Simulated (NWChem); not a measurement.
Molecule: PbH2S, singlet; SMILES [SH][PbH]

Low-valent species are run as closed-shell singlets; no triplet was tried in these runs. def2 effective core potentials on Pb; no spin-orbit coupling.

Give the equilibrium geometry at PBE0/def2-SVP with def2 effective core potentials on Pb (NWChem) as an XYZ file, with the point group.

point group Cs; any orientation.
```
4

Pb     0.0554     0.4490     0.0000
H     -1.7958     0.5145     0.0000
S     -0.0844    -2.0821     0.0000
H      1.2542    -2.2721     0.0000
```
